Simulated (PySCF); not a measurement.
# IrS(OH)₂: from structure and modes to constants

Computed with PySCF, UPBE0, basis Ir def2-SVP with ECP60, S def2-SVP, O def2-SVP, H def2-SVP (scalar-relativistic core potentials, no spin–orbit coupling, density fitting).

The doublet minimum has C2 symmetry. Masses (u): Ir 192.96292, S 31.97207, O 15.99492, H 1.00782.

```xyz
6
charge 0 multiplicity 2, angstrom
Ir    0.0000    0.0000    0.1398
S     0.0000    0.0000   -1.9243
O     0.0000   -1.6430    1.0061
O     0.0000    1.6430    1.0061
H     0.9127   -1.9314    1.1757
H    -0.9127    1.9314    1.1757
```

Harmonic wavenumbers (cm⁻¹): 160.9 (b, ×1), 173.1 (b, ×1), 195.3 (a, ×1), 551.5 (a, ×1), 569.5 (a, ×1), 610.5 (b, ×1), 713.7 (b, ×1), 720.7 (a, ×1), 949.7 (a, ×1), 958.1 (b, ×1), 3758.0 (b, ×1), 3762.1 (a, ×1).

(1) Find the principal moments of inertia and the rotational constants. What kind of rotor is it?

(2) What is the harmonic zero-point energy?

(3) Give the standard entropy (298.15 K, 1 bar) by its translational, rotational, vibrational and spin parts, and Cp.

Answers

(1) About the centre of mass I = 95.55, 158.87, 251.34 u Å². With B = 16.8576/I this gives 0.1764, 0.1061, 0.06707 cm⁻¹. The molecule is an asymmetric top with κ = -0.29.

(2) Half the sum of all 12 wavenumbers, 13123/2 = 6562 cm⁻¹, which is 78.5 kJ/mol (1 cm⁻¹ = 0.0119627 kJ/mol).

(3) Sackur–Tetrode with M = 258.94 u gives 178.2; rotation with symmetry number 2 gives 105.8; vibration 39.3; spin R ln 2 = 5.8. The total is 329.0 J/(mol K), and Cp = 4 R + 47.3 = 80.6 J/(mol K).

Other isomers or separated fragments may lie lower. With open d or f shells other occupations or spin states may lie lower. No spin–orbit coupling is included, which matters more the heavier the element.
